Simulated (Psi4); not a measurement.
C3H7O (SMILES [CH2-]OCC), charge -1, singlet, geometry from GFN2-xTB (a gas-phase anion, which may not be bound at this level). Base run: Psi4 1.11 with TPSS/6-31G*.

Here is a job for Psi4.
```
memory 2 GB

molecule mol {
-1 1
O     0.036114   -0.775937    0.000887
C     0.026061    0.600664   -0.000468
C     1.381985   -1.384159    0.006902
C    -1.406966    1.147588   -0.006777
H     0.560203    1.006965    0.891887
H     0.567395    1.005265   -0.889256
H     1.929303   -0.905866   -0.880265
H     1.922124   -0.904169    0.897544
H    -1.931208    0.789925   -0.890913
H    -1.938334    0.791610    0.873778
H    -1.404874    2.239205   -0.007811
}

set {
  basis 6-31g*
  reference rks
}

energy('tpss')
print_variables()
```

The base run was repeated with changes; each row names its change, and settings that it needs were set with it.

```csv
change,ΔE vs base (µEh),SCF cycles,grid points,basis functions
base,0.0,10,235127,74
e_convergence = 1e-4,0.0,10,235127,74
guess = sapgau,0.0,10,235127,74
puream = true,2204,10,235127,70
dft_nuclear_scheme = stratmann,-7.2,10,216829,74
dft_spherical_points = 434,-7.9,10,337558,74
diis_max_vecs = 15,0.0,10,235127,74
level_shift = 0.3,0.0,9,235127,74
scf_type = direct,121,12,235127,74
scf_type = mem_df,0.0,10,235127,74
dft_nuclear_scheme = becke,-8.3,10,233581,74
ints_tolerance = 1e-8,0.0,10,235127,74
dft_radial_points = 99,0.3,10,308870,74
```

A gas-phase anion may not be bound at this level; its values then depend on the basis.
